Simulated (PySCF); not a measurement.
Calculated molecular-ion clusters (M+•, centroid m/z and relative intensity) of several compounds:

1. 138.0132 (100.0), 139.0149 (11.7), 140.0116 (4.3)
2. 160.0470 (100.0), 161.0500 (8.5), 162.0435 (4.8), 163.0464 (0.4)
3. 144.1062 (100.0), 145.1097 (8.8), 146.1131 (0.3)

Lines and terms under 0.3 % are left out. Candidates, as SMILES:
A. `CP(C)(=S)C1=CCCC1`
B. `C#C[C@@H]1C(=O)[SiH2][C@@H]1C=O`
C. `C=C[P@@](=C)(C)[C@H](C)CC`

Match clusters and compounds, and give each formula.

1 = B, C6H6O2Si, monoisotopic mass of the neutral 138.0137 u; relative to that species, one 13C gives 6.5 % at +1, one 29Si gives 5.1 % at +1, one 30Si gives 3.3 % at +2 and one 18O gives 0.4 % at +2.
2 = A, C7H13PS, monoisotopic mass of the neutral 160.0476 u; relative to that species, one 13C gives 7.6 % at +1, one 33S gives 0.8 % at +1 and one 34S gives 4.5 % at +2.
3 = C, C8H17P, monoisotopic mass of the neutral 144.1068 u; relative to that species, one 13C gives 8.7 % at +1.

What is the mean mass of the whole cluster 1, and how does it compare with the molar mass?

138.196 u over all lines, faint ones too (the ion lacks one electron, 0.0005 u); standard atomic weights give 138.197 g/mol for C6H6O2Si.

Give the exact less the nominal mass of each, in mDa.

C7H13PS +47.6, C6H6O2Si +13.7, C8H17P +106.8 (neutral, monoisotopic).

Abundances used (%; other tables differ somewhat): 12C 98.93, 13C 1.07; 16O 99.757, 17O 0.038, 18O 0.205; 28Si 92.2297, 29Si 4.6832, 30Si 3.0872; 1H 99.9885, 2H 0.0115; 32S 94.93, 33S 0.76, 34S 4.29, 36S 0.02.

Isomers would give the same cluster, so the cluster fixes the formula at best.
